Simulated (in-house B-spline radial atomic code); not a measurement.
Levels of two electrons outside the [Ar] 3d10 core along the 30-electron series, above the ground level 4s2 J0; labels give the leading configuration and J, and a prime marks the next level of the same label. Computed with an all-electron radial atomic-structure program (B-spline basis): configuration interaction with many-body perturbation theory for the core, Breit and QED.

```csv
ion,Z,first ionisation energy (eV),excitation of 4s4p J2 (eV),core correlation Breit and QED part of 4s4p J2 (eV),excitation of 4p2 J1 (eV),core correlation Breit and QED part of 4p2 J1 (eV),excitation of 4p2 J0 (eV),core correlation Breit and QED part of 4p2 J0 (eV),excitation of 4s4p J0 (eV),core correlation Breit and QED part of 4s4p J0 (eV)
Tm39+,69,1892.6,144.5,-0.33781,236.36,-1.2055,172.97,-0.83175,75.613,0.20016
Yb40+,70,?,?,?,?,?,?,?,?,?
Lu41+,71,?,?,?,?,?,?,?,?,?
Hf42+,72,2163.4,168.47,-0.52204,267.9,-1.4458,187.39,-0.9276,82.023,0.17226
Ta43+,73,2258.0,177.25,-0.59037,279.25,-1.5324,192.3,-0.95913,84.209,0.16302
W44+,74,2354.9,186.44,-0.66355,291.04,-1.6243,197.26,-0.99155,86.417,0.15327
Re45+,75,2454.1,196.07,-0.74083,303.3,-1.7202,202.27,-1.0239,88.652,0.14352
Os46+,76,2555.6,206.16,-0.82251,316.03,-1.8203,207.33,-1.0561,90.908,0.13373
Ir47+,77,?,?,?,?,?,?,?,?,?
Pt48+,78,2765.5,227.82,-0.99975,343.08,-2.0337,217.63,-1.1194,95.508,0.11468
```

(1) Fill in the row of Yb40+.

(2) Fill in the row of Lu41+.

(3) Fill in the row of Ir47+.

Results:

(1) first ionisation energy (eV): 1980.7; excitation of 4s4p J2 (eV): 152.11; core correlation Breit and QED part of 4s4p J2 (eV): -0.39564; excitation of 4p2 J1 (eV): 246.48; core correlation Breit and QED part of 4p2 J1 (eV): -1.2818; excitation of 4p2 J0 (eV): 177.72; core correlation Breit and QED part of 4p2 J0 (eV): -0.86319; excitation of 4s4p J0 (eV): 77.725; core correlation Breit and QED part of 4s4p J0 (eV): 0.19119.

(2) first ionisation energy (eV): 2070.9; excitation of 4s4p J2 (eV): 160.1; core correlation Breit and QED part of 4s4p J2 (eV): -0.45683; excitation of 4p2 J1 (eV): 256.98; core correlation Breit and QED part of 4p2 J1 (eV): -1.3618; excitation of 4p2 J0 (eV): 182.53; core correlation Breit and QED part of 4p2 J0 (eV): -0.8954; excitation of 4s4p J0 (eV): 79.86; core correlation Breit and QED part of 4s4p J0 (eV): 0.18176.

(3) first ionisation energy (eV): 2659.4; excitation of 4s4p J2 (eV): 216.74; core correlation Breit and QED part of 4s4p J2 (eV): -0.90849; excitation of 4p2 J1 (eV): 329.29; core correlation Breit and QED part of 4p2 J1 (eV): -1.9243; excitation of 4p2 J0 (eV): 212.46; core correlation Breit and QED part of 4p2 J0 (eV): -1.0875; excitation of 4s4p J0 (eV): 93.197; core correlation Breit and QED part of 4s4p J0 (eV): 0.12435.
